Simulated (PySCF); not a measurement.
**Polarisability and C₆ of Se⁻ (selenium, charge -1)**

[Ar] 3d10 4s2 4p5, 2P determinant. Computed with PySCF 2.14 in aug-cc-pVQZ-PP with ECP10MDF (7s6p5d3f2g, 89 functions), with scalar relativity through the core potential. Coupled (time-dependent) response in atomic units; α is the mean over directions.

```json
{"method": "LC-wPBE", "mean α (bohr³)": "61.14", "α xx, yy, zz": "49.09, 67.16, 67.16", "C₆ (like pair)": "727.7", "S(−4)": "1311"}
```

S(−4) is the Cauchy moment in α(ω) = α(0) + S(−4) ω² + …

Spin-orbit coupling is absent.

α(iu) at LC-wPBE:

```csv
u (hartree),α(iu) (bohr³)
0,61.14
0.0500,58.11
0.100,51.17
0.200,36.68
0.300,26.34
0.500,14.97
0.750,8.636
1.00,5.594
1.50,2.910
2.00,1.801
3.00,0.9102
5.00,0.3814
```

A single London oscillator, α(iu) = α/(1 + u²/ω²), gives C₆ = (3/4) ω α². Matching the computed C₆ needs ω = 4 × 727.7 / (3 × 61.14²) = 0.260 hartree.

For an ion, C₆ is the dispersion term alone; charge-induced terms of lower order in 1/R come first.

The components differ because the open shell of this determinant is not spherical; for a pure term their mean is the scalar polarisability.

Energies and moments cover only the electrons outside the core potential.
